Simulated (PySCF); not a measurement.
PySCF input for Be(Et)(SeH) (C2H6BeSe), SMILES C[CH2][Be][SeH], TDDFT-CAM-B3LYP/def2-SVPD. Geometry optimised at TPSSh-D3(BJ)/def2-SVP. The structure was generated by enumeration; whether it is a known compound was not checked. Other conformers were not sampled.

```python
import numpy as np
from pyscf import gto, scf, dft, tdscf

mol = gto.M(
    atom='''
    Be   -0.03818352   -0.54935640   -0.37901384
    C    -0.63183324   -1.73238309   -1.42613474
    C    -2.06177657   -1.53733239   -1.97335976
    H    -0.56531991   -2.71525895   -0.91469556
    H     0.07637772   -1.82361351   -2.27631361
    H    -2.15506313   -0.59543386   -2.53890774
    H    -2.80598155   -1.49973493   -1.16054740
    H    -2.36127277   -2.35517310   -2.65088071
    Se    0.70765928    0.89871073    0.86558081
    H     0.06523685    0.24876818    2.02461961
    ''',
    basis='def2-SVPD',
    charge=0,
    spin=0,
    max_memory=1600,
    verbose=4,
)
mf = dft.RKS(mol, xc='cam-b3lyp').density_fit(auxbasis='def2-universal-jkfit')
mf.grids.level = 3
mf.conv_tol = 1e-9
mf.max_cycle = 100
mf.kernel()
mf.grids = dft.Grids(mol).set(level=1).build(with_non0tab=True)  # coarser grid for the response kernel
td = tdscf.TDDFT(mf)
td.singlet = True
td.nstates = 10
td.conv_tol = 1e-4
td.positive_eig_threshold = 1e-6
td.kernel(x0=td.get_init_guess(mf, 15))
td.analyze()
tt = tdscf.TDA(mf)
tt.singlet = False
tt.nstates = 4
tt.conv_tol = 1e-4
tt.positive_eig_threshold = 1e-6
tt.kernel(x0=tt.get_init_guess(mf, 9))
tt.analyze(verbose=3)
```

Output:

```
PySCF version 2.14.0

[INPUT] verbose = 4
[INPUT] num. atoms = 10
[INPUT] num. electrons = 56
[INPUT] charge = 0
[INPUT] spin (= nelec alpha-beta = 2S) = 0
[INPUT] symmetry False subgroup None
[INPUT] Mole.unit = angstrom
[INPUT] Symbol           X                Y                Z      unit          X                Y                Z       unit  Magmom
[INPUT]  1 Be    -0.038183520000  -0.549356400000  -0.379013840000 AA   -0.072156395272  -1.038133140777  -0.716232355020 Bohr   0.0
[INPUT]  2 C     -0.631833240000  -1.732383090000  -1.426134740000 AA   -1.193991779997  -3.273729582928  -2.695004075328 Bohr   0.0
[INPUT]  3 C     -2.061776570000  -1.537332390000  -1.973359760000 AA   -3.896193047345  -2.905137179523  -3.729109491637 Bohr   0.0
[INPUT]  4 H     -0.565319910000  -2.715258950000  -0.914695560000 AA   -1.068299802664  -5.131095772774  -1.728524095756 Bohr   0.0
[INPUT]  5 H      0.076377720000  -1.823613510000  -2.276313610000 AA    0.144332972819  -3.446130090957  -4.301609296520 Bohr   0.0
[INPUT]  6 H     -2.155063130000  -0.595433860000  -2.538907740000 AA   -4.072479096848  -1.125206920693  -4.797840284138 Bohr   0.0
[INPUT]  7 H     -2.805981550000  -1.499734930000  -1.160547400000 AA   -5.302536640083  -2.834088277144  -2.193116740576 Bohr   0.0
[INPUT]  8 H     -2.361272770000  -2.355173100000  -2.650880710000 AA   -4.462158840693  -4.450632134943  -5.009438530793 Bohr   0.0
[INPUT]  9 Se     0.707659280000   0.898710730000   0.865580810000 AA    1.337282228707   1.698317144908   1.635710669579 Bohr   0.0
[INPUT] 10 H      0.065236850000   0.248768180000   2.024619610000 AA    0.123279779729   0.470103728707   3.825976569324 Bohr   0.0

nuclear repulsion = 173.792803889621
number of shells = 61
number of NR pGTOs = 225
number of NR cGTOs = 141
basis = def2-SVPD
ecp = {}


[settings echo left out]
init E= -2495.11025879461
  HOMO = -0.310811004014437  LUMO = -0.0318541314050482  gap/eV = 7.59080
cycle= 1 E= -2495.82472381302  delta_E= -0.714  |g|= 0.326  |ddm|= 3.95
  HOMO = -0.291108915969113  LUMO = 0.0112302975830003  gap/eV = 8.22707
cycle= 2 E= -2495.8408661992  delta_E= -0.0161  |g|= 0.249  |ddm|= 0.826
  HOMO = -0.306983716764865  LUMO = 0.00896114361285472  gap/eV = 8.59730
cycle= 3 E= -2495.85820451465  delta_E= -0.0173  |g|= 0.0405  |ddm|= 0.355
  HOMO = -0.310333675270694  LUMO = 0.0100240056552052  gap/eV = 8.71738
cycle= 4 E= -2495.85863734279  delta_E= -0.000433  |g|= 0.0101  |ddm|= 0.07
  HOMO = -0.30936873921412  LUMO = 0.00989063684928082  gap/eV = 8.68749
cycle= 5 E= -2495.8586797416  delta_E= -4.24e-05  |g|= 0.00298  |ddm|= 0.0301
  HOMO = -0.309623905548883  LUMO = 0.00995488513334353  gap/eV = 8.69618
cycle= 6 E= -2495.85868293291  delta_E= -3.19e-06  |g|= 0.000974  |ddm|= 0.00647
  HOMO = -0.309537284579465  LUMO = 0.00992592411702109  gap/eV = 8.69304
cycle= 7 E= -2495.8586833112  delta_E= -3.78e-07  |g|= 0.000263  |ddm|= 0.00255
  HOMO = -0.309599303656659  LUMO = 0.00991291203616029  gap/eV = 8.69437
cycle= 8 E= -2495.8586833417  delta_E= -3.05e-08  |g|= 5.39e-05  |ddm|= 0.000701
  HOMO = -0.309591443868594  LUMO = 0.00991800876297422  gap/eV = 8.69430
cycle= 9 E= -2495.85868334399  delta_E= -2.28e-09  |g|= 1.28e-05  |ddm|= 0.000175
  HOMO = -0.309592506267343  LUMO = 0.0099184606556344  gap/eV = 8.69434
cycle= 10 E= -2495.85868334409  delta_E= -1.08e-10  |g|= 5.44e-06  |ddm|= 4.36e-05
  HOMO = -0.30959304777896  LUMO = 0.00991801632792733  gap/eV = 8.69434
Extra cycle  E= -2495.85868334411  delta_E= -1.32e-11  |g|= 4.41e-06  |ddm|= 1.48e-05
converged SCF energy = -2495.85868334411
tot grids = 37608
Overwritten attributes  positive_eig_threshold  of <class 'pyscf.tdscf.rks.TDDFT'>


******** <class 'pyscf.tdscf.rks.TDDFT'> for <class 'pyscf.df.df_jk.DFRKS'> ********
nstates = 10 singlet
deg_eia_thresh = 1.000e-03
wfnsym = None
conv_tol = 0.0001
eigh lindep = 1e-12
eigh level_shift = 0
eigh max_cycle = 100


Excitation energies (eV)
[5.07025409 5.71749133 6.0730107  6.25830481 6.52547651 6.57509676
 6.91681685 7.20828635 7.23724819 7.39174863]

** Singlet excitation energies and oscillator strengths **
Excited State   1:      5.07025 eV    244.53 nm  f=0.0038
      28 -> 29        0.67158
      28 -> 33        0.17117
Excited State   2:      5.71749 eV    216.85 nm  f=0.0486
      28 -> 30       -0.62863
      28 -> 31        0.18744
      28 -> 32       -0.14991
      28 -> 34       -0.10872
      28 -> 35       -0.11754
Excited State   3:      6.07301 eV    204.16 nm  f=0.0195
      26 -> 29        0.11776
      27 -> 29        0.54620
      27 -> 30       -0.26813
      27 -> 33        0.11539
      28 -> 31        0.24400
Excited State   4:      6.25830 eV    198.11 nm  f=0.1033
      27 -> 29        0.28243
      28 -> 30       -0.14893
      28 -> 31       -0.56636
      28 -> 34        0.12531
      28 -> 35       -0.14139
Excited State   5:      6.52548 eV    190.00 nm  f=0.0018
      27 -> 30        0.25376
      27 -> 31        0.50460
      27 -> 34       -0.11283
      27 -> 35        0.11644
      28 -> 32       -0.11023
      28 -> 33       -0.20657
      28 -> 34       -0.14056
      28 -> 35       -0.13419
      28 -> 37       -0.15593
Excited State   6:      6.57510 eV    188.57 nm  f=0.0452
      27 -> 30       -0.14505
      27 -> 31       -0.30673
      28 -> 29        0.15836
      28 -> 30        0.12465
      28 -> 32       -0.16320
      28 -> 33       -0.33322
      28 -> 34       -0.21176
      28 -> 35       -0.22858
      28 -> 37       -0.25526
Excited State   7:      6.91682 eV    179.25 nm  f=0.1320
      26 -> 29        0.25470
      26 -> 32        0.11218
      27 -> 29        0.20168
      27 -> 30        0.51218
      27 -> 31       -0.25206
      27 -> 32       -0.13441
Excited State   8:      7.20829 eV    172.00 nm  f=0.0133
      26 -> 29        0.43494
      26 -> 30        0.11784
      27 -> 29       -0.10548
      27 -> 32        0.25238
      28 -> 32        0.33845
      28 -> 34       -0.18151
      28 -> 35       -0.13327
Excited State   9:      7.23725 eV    171.31 nm  f=0.0091
      26 -> 29       -0.31720
      26 -> 30       -0.10144
      27 -> 32       -0.19813
      28 -> 32        0.45065
      28 -> 34       -0.25698
      28 -> 35       -0.17858
Excited State  10:      7.39175 eV    167.73 nm  f=0.0036
      28 -> 30        0.15181
      28 -> 32       -0.18047
      28 -> 33        0.51041
      28 -> 34       -0.24692
      28 -> 35       -0.21328
      28 -> 36        0.24381

** Transition electric dipole moments (AU) **
state          X           Y           Z        Dip. S.      Osc.
  1        -0.1447      0.0967     -0.0248      0.0309      0.0038
  2         0.4977     -0.2953      0.1107      0.3472      0.0486
  3        -0.1857     -0.2897     -0.1123      0.1310      0.0195
  4         0.2314      0.5052      0.6042      0.6737      0.1033
  5        -0.0944      0.0209     -0.0466      0.0115      0.0018
  6        -0.4298      0.2999     -0.0751      0.2803      0.0452
  7        -0.3187     -0.6251     -0.5353      0.7789      0.1320
  8         0.0094      0.2460      0.1217      0.0754      0.0133
  9        -0.1239     -0.1332     -0.1349      0.0513      0.0091
 10         0.1175     -0.0691      0.0368      0.0199      0.0036

** Transition velocity dipole moments (imaginary part, AU) **
state          X           Y           Z        Dip. S.      Osc.
  1        -0.0289      0.0191     -0.0046      0.0012      0.0044
  2         0.1057     -0.0634      0.0235      0.0158      0.0500
  3        -0.0426     -0.0655     -0.0234      0.0067      0.0199
  4         0.0515      0.1130      0.1378      0.0344      0.0997
  5        -0.0237      0.0081     -0.0095      0.0007      0.0020
  6        -0.1035      0.0712     -0.0188      0.0161      0.0445
  7        -0.0822     -0.1608     -0.1356      0.0510      0.1337
  8        -0.0009      0.0640      0.0327      0.0052      0.0130
  9        -0.0335     -0.0343     -0.0373      0.0037      0.0092
 10         0.0337     -0.0194      0.0117      0.0016      0.0040

** Transition magnetic dipole moments (imaginary part, AU) **
state          X           Y           Z
  1         0.2404      0.3548      0.1122
  2        -0.1776     -0.2182      0.2456
  3         0.6618     -0.3772      0.2185
  4         0.3157     -0.0816      0.0137
  5         0.2686      0.2332     -0.6070
  6        -0.1231     -0.1887     -0.0077
  7        -0.5817     -0.1268      0.4058
  8        -0.1008      0.2467     -0.3579
  9        -0.0053     -0.2862      0.3097
 10        -0.0158     -0.0624     -0.0038
Overwritten attributes  positive_eig_threshold  of <class 'pyscf.tdscf.rks.TDA'>


******** <class 'pyscf.tdscf.rks.TDA'> for <class 'pyscf.df.df_jk.DFRKS'> ********
nstates = 4 triplet
deg_eia_thresh = 1.000e-03
wfnsym = None
conv_tol = 0.0001
eigh lindep = 1e-12
eigh level_shift = 0
eigh max_cycle = 100


Excitation energies (eV)
[4.75070664 5.39068071 5.48752203 5.68868759]

** Triplet excitation energies and oscillator strengths **
Excited State   1:      4.75071 eV    260.98 nm  f=0.0000
Excited State   2:      5.39068 eV    230.00 nm  f=0.0000
Excited State   3:      5.48752 eV    225.94 nm  f=0.0000
Excited State   4:      5.68869 eV    217.95 nm  f=0.0000
```

The calculation finished and met its thresholds.

Cost: around 3 core-minutes (rough).
